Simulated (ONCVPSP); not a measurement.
PBE ONCV dataset for osmium (Os), scalar-relativistic all-electron reference.

The input file (ONCVPSP 4.0.1):

```
# ATOM AND REFERENCE CONFIGURATION
# atsym  z   nc   nv     iexc    psfile
  Os 76.00   10    4        4      upf
#
#   n    l    f
    1    0    2.00
    2    0    2.00
    2    1    6.00
    3    0    2.00
    3    1    6.00
    3    2   10.00
    4    0    2.00
    4    1    6.00
    4    2   10.00
    4    3   14.00
    5    0    2.00
    5    1    6.00
    5    2    6.00
    6    0    1.00
#
# PSEUDOPOTENTIAL AND OPTIMIZATION
# lmax
    2
#
#   l,   rc,      ep,       ncon, nbas, qcut
    0    1.65    0.00    5   10    7.10
    1    1.50    0.00    4    7    7.30
    2    2.15    0.00    4    8    7.20
#
# LOCAL POTENTIAL
# lloc, lpopt,  rc(5),   dvloc0
    4    5    0.95    4.00
#
# VANDERBILT-KLEINMAN-BYLANDER PROJECTORs
# l, nproj, debl
    0    2    2.80
    1    3    2.80
    2    3    0.60
#
# MODEL CORE CHARGE
# icmod, fcfact, rcfact
    2    0.50    1.05
#
# LOG DERIVATIVE ANALYSIS
# epsh1, epsh2, depsh
   -5.00    5.00    0.04
#
# OUTPUT GRID
# rlmax, drl
    6.00    0.01
#
# TEST CONFIGURATIONS
# ncnf
    4
# nvcnf
#   n    l    f
    4
    5    0    2.00
    5    1    6.00
    5    2    6.00
    6    0    2.00
#
    4
    5    0    2.00
    5    1    6.00
    5    2    6.00
    6    0    0.00
#
    4
    5    0    2.00
    5    1    6.00
    5    2    5.00
    6    0    0.00
#
    4
    5    0    2.00
    5    1    6.00
    5    2    7.00
    6    0    1.00
#
```

Command:

```bash
oncvpsp.x < Os.dat > Os.out
```

Output (shortened: citation, most of the input echo, consistency checks and plot data are left out):

```
ONCVPSP  (Optimized Norm-Conservinng Vanderbilt PSeudopotential)
scalar-relativistic version 4.0.1

#   n    l    f        energy (Ha)
    1    0    2.00    -2.7153704E+03
    2    0    2.00    -4.7314411E+02
    2    1    6.00    -4.1197473E+02
    3    0    2.00    -1.1033437E+02
    3    1    6.00    -9.2376954E+01
    3    2   10.00    -7.2333565E+01
    4    0    2.00    -2.3517816E+01
    4    1    6.00    -1.7629200E+01
    4    2   10.00    -1.0322613E+01
    4    3   14.00    -2.2053347E+00
    5    0    2.00    -3.6602781E+00
    5    1    6.00    -2.1652057E+00
    5    2    6.00    -5.1959560E-01
    6    0    1.00    -4.8294298E-01

Reference configufation results
  iterations    28
  all-electron total energy (Ha)   -1.72535014D+04

Begin loop to  construct optimized pseudo wave functions
and semi-local pseudopoentials for all angular momenta

Calculating optimized projector #   1

 for l=   0

    Fraction of norm inside rc  0.959860
    Optimizing pswf for qcut=   7.10 a_B^-1,  ecut=  25.23 Ha
    Residual kinetic energy error=  8.48D-05 Ha

    Energy error per electron        Cutoff
         Ha          eV             Ha
         0.01000     0.27211       16.41
         0.00100     0.02721       20.98
         0.00010     0.00272       25.33
         0.00001     0.00027      100.00

Calculating optimized projector #   2

 for l=   0

    Fraction of norm inside rc  0.084055
    Optimizing pswf for qcut=   7.10 a_B^-1,  ecut=  25.23 Ha
    Residual kinetic energy error=  5.81D-05 Ha

    Energy error per electron        Cutoff
         Ha          eV             Ha
         0.01000     0.27211       14.05
         0.00100     0.02721       19.90
         0.00010     0.00272       24.17
         0.00001     0.00027       52.86

   Wellstate for l =  1  n =  7
     eigenvalue =   0.6348
     asymptotic potential =   1.1348
     half-point radius =  4.5860

   Wellstate for l =  1  n =  8
     eigenvalue =   3.4348
     asymptotic potential =   3.9348
     half-point radius =  3.3290

Calculating optimized projector #   1

 for l=   1

    Fraction of norm inside rc  0.814839
    Optimizing pswf for qcut=   7.29 a_B^-1,  ecut=  26.56 Ha
    Residual kinetic energy error=  2.33D-04 Ha

    Energy error per electron        Cutoff
         Ha          eV             Ha
         0.01000     0.27211       10.94
         0.00100     0.02721       22.59
         0.00010     0.00272       39.92
         0.00001     0.00027       67.75

Calculating optimized projector #   2

 for l=   1

    Fraction of norm inside rc  0.040025
    Optimizing pswf for qcut=   7.29 a_B^-1,  ecut=  26.56 Ha
    Residual kinetic energy error=  1.36D-04 Ha

    Energy error per electron        Cutoff
         Ha          eV             Ha
         0.01000     0.27211        8.42
         0.00100     0.02721       20.23
         0.00010     0.00272       27.60
         0.00001     0.00027       66.99

Calculating optimized projector #   3

 for l=   1

    Fraction of norm inside rc  0.052845
    Optimizing pswf for qcut=   7.29 a_B^-1,  ecut=  26.56 Ha
    Residual kinetic energy error=  7.22D-04 Ha

    Energy error per electron        Cutoff
         Ha          eV             Ha
         0.01000     0.27211       11.36
         0.00100     0.02721       25.48
         0.00010     0.00272       42.39
         0.00001     0.00027       73.91

   Wellstate for l =  2  n =  6
     eigenvalue =   0.0804
     asymptotic potential =   0.5804
     half-point radius =  6.2389

   Wellstate for l =  2  n =  7
     eigenvalue =   0.6804
     asymptotic potential =   1.1804
     half-point radius =  5.9610

Calculating optimized projector #   1

 for l=   2

    Fraction of norm inside rc  0.756008
    Optimizing pswf for qcut=   7.21 a_B^-1,  ecut=  25.98 Ha
    Residual kinetic energy error=  1.70D-07 Ha

    Energy error per electron        Cutoff
         Ha          eV             Ha
         0.01000     0.27211       12.76
         0.00100     0.02721       16.54
         0.00010     0.00272       19.68
         0.00001     0.00027       22.12

Calculating optimized projector #   2

 for l=   2

    Fraction of norm inside rc  0.091556
    Optimizing pswf for qcut=   7.21 a_B^-1,  ecut=  25.98 Ha
    Residual kinetic energy error=  5.46D-08 Ha

    Energy error per electron        Cutoff
         Ha          eV             Ha
         0.01000     0.27211       10.25
         0.00100     0.02721       14.59
         0.00010     0.00272       18.26
         0.00001     0.00027       21.13

Calculating optimized projector #   3

 for l=   2

    Fraction of norm inside rc  0.078823
    Optimizing pswf for qcut=   7.21 a_B^-1,  ecut=  25.98 Ha
    Residual kinetic energy error=  1.13D-07 Ha

    Energy error per electron        Cutoff
         Ha          eV             Ha
         0.01000     0.27211       11.01
         0.00100     0.02721       15.37
         0.00010     0.00272       18.89
         0.00001     0.00027       21.70

Construct Vanderbilt / Kleinmman-Bylander projectors

B matrix Hermiticity error, ll=   0
   1   2    5.2690E-04

  Orthonormal projector coefficients  1.6905E+01  2.3424E+00

B matrix Hermiticity error, ll=   1
   1   2   -3.4302E-04
   1   3    7.3238E-04
   2   3    1.3087E-04

  Orthonormal projector coefficients  1.9017E+01  6.0913E+00  1.4087E+00

B matrix Hermiticity error, ll=   2
   1   2    4.7840E-05
   1   3   -9.7419E-05
   2   3    2.2605E-05

  Orthonormal projector coefficients  7.9413E+00  1.2506E+00  7.0160E-02

Model core correction analysis
  based on d2Exc/dn_idn_j

d2excae - all-electron derivatives

   -2.931441D-02   -2.538191D-02   -1.233139D-02   -1.957150D-03
   -2.538194D-02   -2.516616D-02   -1.592348D-02   -3.048041D-03
   -1.233140D-02   -1.592347D-02   -1.903901D-02   -1.337657D-02
   -1.956947D-03   -3.047374D-03   -1.337505D-02   -2.937085D-02

d2excps - pseudofunction derivatives with no core correction

   -4.789148D-02   -3.488418D-02   -1.501162D-02   -3.926784D-03
   -3.488580D-02   -3.145088D-02   -1.797006D-02   -3.958889D-03
   -1.501203D-02   -1.797016D-02   -1.989698D-02   -1.367586D-02
   -3.927260D-03   -3.958245D-03   -1.367427D-02   -2.970543D-02

rms 2nd derivative error    6.115639E-03

amplitude prefactor, scale prefactor
   10.6198    1.1840

d2excps - pseudofunction derivatives with core correction

   -2.671406D-02   -2.412232D-02   -1.252277D-02   -1.807517D-03
   -2.412228D-02   -2.489710D-02   -1.643031D-02   -2.974393D-03
   -1.252278D-02   -1.643031D-02   -1.963019D-02   -1.345350D-02
   -1.807298D-03   -2.973700D-03   -1.345191D-02   -2.947594D-02

rms 2nd derivative error    8.300063E-04

Pseudoatom total energy  -91.837796

Diagnostic tests using Vanderbilt-Kleinman-Bylander pseudopotentials
  1 or more projectors used as specified by nproj input data

   l    rcore       rmatch      e in        delta e   norm test  slope test

   0   1.6571367   1.7074509  -3.6602781   0.0000020   1.0002242   1.0002094
   0   1.6571367   1.7074509  -0.4829430   0.0000053   1.0000523   1.0000456

   1   1.5058809   1.5516028  -2.1652057  -0.0000062   1.0001924   1.0002106
   1   1.5058809   1.5516028   0.6347943   0.0000322   1.0004730   1.0004730
   1   1.5058809   1.5516028   3.4347943   0.0001679   1.0004914   1.0004914

   2   2.1561029   2.2215668  -0.5195956   0.0000035   1.0000871   1.0001052
   2   2.1561029   2.2215668   0.0804044   0.0000066   1.0001937   1.0001937
   2   2.1561029   2.2215668   0.6804044   0.0000131   1.0002366   1.0002366

 Testing for bound ghosts
   n   l    E NL Schr. Eq   E Basis Diag.   E Cutoff

   1   0       -3.660276       -3.660275    163.84
   2   0       -0.482938       -0.450578    163.84

   2   1       -2.165212       -2.165187    133.79

   3   2       -0.519592       -0.519310     95.42

 Testing for highly-localized positive-energy ghosts
       l    <radius>/rc     E Basis Diag.   E Cutoff

       0        0.272906        1.724052    163.84  WARNING - GHOST(+)

       1        0.810079       19.970447    133.79  WARNING - GHOST(+)

Test configuration 0

   n   l     f        eae           eps        diff
   1   0  2.0000-2715.37036965
   2   0  2.0000 -473.14411200
   2   1  6.0000 -411.97472877
   3   0  2.0000 -110.33436812
   3   1  6.0000  -92.37695357
   3   2 10.0000  -72.33356469
   4   0  2.0000  -23.51781572
   4   1  6.0000  -17.62919982
   4   2 10.0000  -10.32261326
   4   3 14.0000   -2.20533468
   5   0  2.0000   -3.66027807   -3.66027608    2.00D-06
   5   1  6.0000   -2.16520566   -2.16521187   -6.21D-06
   5   2  6.0000   -0.51959560   -0.51959215    3.45D-06
   6   0  1.0000   -0.48294298   -0.48293767    5.31D-06

    Total energies and differences
      AE_ref= -1.72535014D+04  AE_tst= -1.72535014D+04  dif=  0.00D+00
      PS_ref= -9.18377957D+01  PS_tst= -9.18377957D+01  dif=  7.11D-14
      PSP excitation error= -7.11D-14

Test configuration 1

   n   l     f        eae           eps        diff
   1   0  2.0000-2715.07338289
   2   0  2.0000 -472.84936549
   2   1  6.0000 -411.67992553
   3   0  2.0000 -110.03926245
   3   1  6.0000  -92.08184394
   3   2 10.0000  -72.03862519
   4   0  2.0000  -23.22249729
   4   1  6.0000  -17.33391857
   4   2 10.0000  -10.02745036
   4   3 14.0000   -1.91018119
   5   0  2.0000   -3.36448080   -3.36348776    9.93D-04
   5   1  6.0000   -1.86832863   -1.86803779    2.91D-04
   5   2  6.0000   -0.22987448   -0.22995610   -8.16D-05
   6   0  2.0000   -0.22589415   -0.22586680    2.73D-05

    Total energies and differences
      AE_ref= -1.72535014D+04  AE_tst= -1.72538533D+04  dif= -3.52D-01
      PS_ref= -9.18377957D+01  PS_tst= -9.21898654D+01  dif= -3.52D-01
      PSP excitation error=  1.12D-04

Test configuration 2

   n   l     f        eae           eps        diff
   1   0  2.0000-2715.70820885
   2   0  2.0000 -473.47894437
   2   1  6.0000 -412.30964734
   3   0  2.0000 -110.66934890
   3   1  6.0000  -92.71194032
   3   2 10.0000  -72.66837248
   4   0  2.0000  -23.85293710
   4   1  6.0000  -17.96426499
   4   2 10.0000  -10.65750964
   4   3 14.0000   -2.54008427
   5   0  2.0000   -3.99490762   -3.99646177   -1.55D-03
   5   1  6.0000   -2.50006319   -2.50059221   -5.29D-04
   5   2  6.0000   -0.84242710   -0.84230131    1.26D-04

    Total energies and differences
      AE_ref= -1.72535014D+04  AE_tst= -1.72528797D+04  dif=  6.22D-01
      PS_ref= -9.18377957D+01  PS_tst= -9.12159723D+01  dif=  6.22D-01
      PSP excitation error= -2.15D-04

Test configuration 3

   n   l     f        eae           eps        diff
   1   0  2.0000-2716.21560750
   2   0  2.0000 -473.98818263
   2   1  6.0000 -412.81890238
   3   0  2.0000 -111.17600786
   3   1  6.0000  -93.21860051
   3   2 10.0000  -73.17551167
   4   0  2.0000  -24.35850478
   4   1  6.0000  -18.46982775
   4   2 10.0000  -11.16310435
   4   3 14.0000   -3.04472012
   5   0  2.0000   -4.49186805   -4.49413112   -2.26D-03
   5   1  6.0000   -2.98701657   -2.98816741   -1.15D-03
   5   2  5.0000   -1.28566109   -1.28563424    2.68D-05

    Total energies and differences
      AE_ref= -1.72535014D+04  AE_tst= -1.72518196D+04  dif=  1.68D+00
      PS_ref= -9.18377957D+01  PS_tst= -9.01557760D+01  dif=  1.68D+00
      PSP excitation error= -3.07D-04

Test configuration 4

   n   l     f        eae           eps        diff
   1   0  2.0000-2714.98659303
   2   0  2.0000 -472.75862837
   2   1  6.0000 -411.58929631
   3   0  2.0000 -109.94949459
   3   1  6.0000  -91.99208352
   3   2 10.0000  -71.94851008
   4   0  2.0000  -23.13307798
   4   1  6.0000  -17.24441685
   4   2 10.0000   -9.93772352
   4   3 14.0000   -1.82062398
   5   0  2.0000   -3.27764350   -3.27799672   -3.53D-04
   5   1  6.0000   -1.78720584   -1.78722741   -2.16D-05
   5   2  7.0000   -0.17288685   -0.17285607    3.08D-05
   6   0  1.0000   -0.19957537   -0.19964861   -7.32D-05

    Total energies and differences
      AE_ref= -1.72535014D+04  AE_tst= -1.72538417D+04  dif= -3.40D-01
      PS_ref= -9.18377957D+01  PS_tst= -9.21780510D+01  dif= -3.40D-01
      PSP excitation error= -4.48D-05
```

The run took about 5.2 s on one core of a shared server CPU.
